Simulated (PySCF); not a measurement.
# Which determinant of PI⁺ lies lowest?

Unrestricted PBE0; P x2c-SVPall, I x2c-SVPall; spin-free X2C with a Gaussian nucleus (PySCF 2.14). Outer shells of the fragments: P 3s2 3p3; I+ 4d10 5s2 5p4.

Followed along the bond (rough minima from three points):

| 2Ms+1 | unpaired | ⟨S²⟩ at the start | R at minimum (Å) | Te (eV) |
| --- | --- | --- | --- | --- |
| 2 | π ↑ | 0.85 | 2.28 | 0.00 |
| 4 | π ↑↑↑ | 3.76 | none in the scan | ≤ 1.54 |
| 6 | σ ↑↑, π ↑↑↑ | 8.75 | none in the scan | ≤ 5.14 |

Solutions found at the starting distance of 2.475 Å, counted from the lowest of them; the search is not exhaustive and high or unbound solutions are not listed, so other states can lie among these:

| 2Ms+1 | unpaired | term | E (eV) | ⟨S²⟩ | ⟨Lz²⟩ | μ (D) |
| --- | --- | --- | --- | --- | --- | --- |
| 2 | π ↑ | ²Π | 0.00 | 0.85 | 1.01 | -3.78 |
| 4 | π ↑↑↑ | ⁴Π | 1.31 | 3.76 | 1.00 | -1.67 |
| 2 | π ↑↑↓ | mixed | 1.69 | 1.76 | 3.02 | -1.68 |
| 4 | σ ↑, π ↑↑ | ⁴Σ⁻ | 2.27 | 3.76 | 0.00 | -3.68 |
| 2 | σ ↓, π ↑↑ | mixed | 2.85 | 1.77 | 0.00 | -3.41 |
| 2 | σ ↑ | ²Σ⁺ | 2.93 | 1.01 | 0.00 | -3.95 |
| 2 | π ↑ | mixed | 3.10 | 0.75 | 3.01 | -1.65 |
| 4 | σ ↑, π ↑↑ | mixed | 3.92 | 3.76 | 2.01 | -2.74 |
| 4 | σ ↑, π ↑↑ | mixed | 4.25 | 3.75 | 2.01 | -3.18 |
| 2 | σ ↓, π ↑↑ | mixed | 4.39 | 1.76 | 2.01 | -2.80 |
| 4 | σ ↑↑, π ↑ | ⁴Π | 4.73 | 3.85 | 1.01 | -3.88 |
| 6 | σ ↑↑, π ↑↑↑ | ⁶Π | 5.72 | 8.75 | 1.00 | -1.03 |
| 6 | σ ↑, π ↑↑↑↑ | ⁶Σ⁺ | 6.27 | 8.75 | 0.00 | 1.97 |

A term symbol is given only where ⟨S²⟩ and ⟨Lz²⟩ are close to those of a pure state; real π, δ and φ orbitals otherwise mix terms. A positive dipole points towards I; it is taken about the centre of mass and depends on that origin.

Spin–orbit coupling is left out. Counting both spins, an empty level lies below a filled one in some of these solutions, because spin and occupation are held.
